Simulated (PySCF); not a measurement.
C₆H₇F, SMILES C1C(=C)C=C(F)C1.

The structure is a stationary point at PBE0-D3(BJ)/def2-SVP. The structure was generated by enumeration, and PubChem lists no compound with its InChIKey, so it may never have been made. One conformer was computed; it need not be the lowest.

Calculation: TDDFT-PBE/def2-SVPD (PySCF 2.14.0).

Vertical excitations. Isolated molecule, no solvent.

```tsv
state	energy (eV)	λ (nm)	f	main pairs
S1	5.20	239	0.369	HOMO→LUMO 89 %
S2	5.36	231	0.002	HOMO→LUMO+1 100 %
S3	5.77	215	0.078	HOMO→LUMO+2 77 %, HOMO−1→LUMO 14 %
S4	5.84	212	0.004	HOMO→LUMO+3 100 %
S5	6.21	200	0.000	HOMO→LUMO+4 100 %
S6	6.54	189	0.001	HOMO→LUMO+5 100 %
S7	6.83	181	0.020	HOMO−1→LUMO 47 %, HOMO→LUMO+7 39 %
S8	6.84	181	0.002	HOMO−2→LUMO 94 %
S9	6.93	179	0.014	HOMO→LUMO+6 100 %
S10	7.24	171	0.004	HOMO→LUMO+8 99 %
T1	3.17	391	0	HOMO→LUMO 98 %
T2	4.94	251	0	HOMO→LUMO+2 77 %, HOMO−1→LUMO 21 %
T3	5.31	234	0	HOMO→LUMO+1 100 %
T4	5.75	216	0	HOMO→LUMO+3 100 %
```
Triplets are in the Tamm–Dancoff approximation, which puts them higher than full response would, so one can lie above its singlet here.
